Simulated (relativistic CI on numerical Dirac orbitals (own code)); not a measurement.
Computed by Dirac-Coulomb-Breit CI, separate exchange-only KLI orbitals for each configuration, model QED, unscaled Slater integrals (own radial code, finite nucleus).

The strongest absorption lines from the ground level of an ion, among the configurations computed and to levels below about 213 eV (vacuum wavelength in nm, gf): 5.8533 (0.49), 5.9099 (0.78), 5.9203 (0.81), 5.9403 (0.51), 5.9503 (0.48), 8.6036 (0.38), 8.7137 (0.42), 9.5106 (1.8).

Which ion is it?
A. Rb XI
B. Rb XIII
C. Br IX
D. As VII

A. Rb XI has 27 electrons and the ground level 3s²3p⁶3d⁹ ²D5/2; the strongest line goes to 3s²3p⁵3d¹⁰ ²P°3/2. The pattern of lines fixes the number of electrons, and along that sequence the line energies rise steadily with the charge (about as its square where n changes within one kind of shell, about linearly where n is kept but much faster in heavy ions where fine structure, which grows about as Z⁴, sets the gap, and irregularly where shells cross), which fixes Z. Configurations outside the model, such as inner-shell arrays, can give stronger lines. At this charge energies of transitions that change n are usually good to better than 1 %, and those within a shell (Δn = 0) to a few per cent.

LS names give the leading component of a level, which can be under half, so a name can repeat, a term be missing and a line seem to break the LS rules.
